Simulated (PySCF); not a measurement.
NICS in isomers of C5H5NO2Si.

Probes without a nucleus sit at each ring's centroid and 1 Å off its mean plane on both sides; NICS is minus the shielding there, NICSzz its component along the normal. Level: GIAO PBE0/pcSseg-1 (PySCF, non-relativistic, gas phase) on the GFN2-xTB geometries, one conformer each. Atom numbers follow the mapped SMILES.

Question: Order these rings by mean NICS(1)zz, lowest (most negative) first (ppm).
A. ring C3–N4–C5–C6–O9 in `[CH:1]#[C:2][c:3]1[n:4][cH:5][c:6]([O:7][SiH3:8])[o:9]1`
B. ring C3–C4–C5–Si7–C8 in `[N:1]#[C:2][C@H:3]1[CH2:4][C:5](=[O:6])[SiH2:7][C:8]1=[O:9]`
C. ring C1–C2–N3–C4–C5–C6 in `[cH:1]1[cH:2][n:3][c:4]2[c:5]([cH:6]1)[O:7][SiH2:8][O:9]2`
D. ring C5–C6–C7–N8–O9 in `[CH:1]#[C:2][Si@H:3]([OH:4])[c:5]1[cH:6][cH:7][n:8][o:9]1`

Answer: D (-30.4), C (-25.2), A (-22.2), B (-1.6).

```json
{"SMILES": "C#C[Si@H](O)c1ccno1", "ring": "5-membered ring with N and O; formal bonds all aromatic", "NICS(0)": "-12.5", "NICS(1)": "-12.1", "NICS(1)zz": "-30.4", "HOMA": "0.62", "rms pucker (Å)": "0.00", "ring atoms with four or more neighbours": "0"}
{"SMILES": "c1cnc2c(c1)O[SiH2]O2", "ring": "6-membered ring with N; formal bonds all aromatic", "NICS(0)": "-8.8", "NICS(1)": "-10.6", "NICS(1)zz": "-25.2", "HOMA": "0.95", "rms pucker (Å)": "0.00", "ring atoms with four or more neighbours": "0"}
{"SMILES": "C#Cc1ncc(O[SiH3])o1", "ring": "5-membered ring with N and O; formal bonds all aromatic", "NICS(0)": "-10.9", "NICS(1)": "-9.1", "NICS(1)zz": "-22.2", "HOMA": "0.39", "rms pucker (Å)": "0.00", "ring atoms with four or more neighbours": "0"}
{"SMILES": "N#C[C@H]1CC(=O)[SiH2]C1=O", "ring": "5-membered ring with Si; formal bonds all single", "NICS(0)": "8.2", "NICS(1)": "0.2", "NICS(1)zz": "-1.6", "HOMA": "–", "rms pucker (Å)": "0.15", "ring atoms with four or more neighbours": "3"}
```

NICS(0) gives another order. The isotropic NICS(1) gives the same order. HOMA uses Krygowski's 1993 parameters; it is left out where a ring has a four-coordinate atom, a triple bond, no multiple bond or a kind of bond without parameters. NICS(1) and NICS(1)zz are means over the two faces.
